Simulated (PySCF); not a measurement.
# Sb²⁺ (antimony, charge +2) across methods

[Kr] 4d10 5s1 5p1 6s1, high-spin 4P determinant (an excited configuration). Computed with PySCF 2.14 in aug-cc-pwCVTZ-DK3 with one added diffuse shell each of s, p, d, f type (11s10p8d5f1g, 125 functions), with scalar relativity by spin-free X2C-1e.

| method | E (hartree) | mean ε 5s α (eV) | mean ε 5p α (eV) | mean ε 6s α (eV) | Σ⟨r²⟩ (bohr²) | ⟨S²⟩ |
| --- | --- | --- | --- | --- | --- | --- |
| PBE0 | -6478.54 | -35.580 | -25.436 | -12.605 | 54.31 | 3.751 |
| PBE | -6478.46 | -34.145 | -24.215 | -12.168 | 54.08 | 3.751 |
| UHF | -6476.18364 | -39.094 | -28.493 | -13.560 | 55.33 | 3.751 |
| LDA | -6472.67 | -34.507 | -24.342 | -12.255 | 53.70 | 3.751 |

The outer electron is Rydberg-like, and this basis confines it to a smaller radius and binds it less than a complete one would.
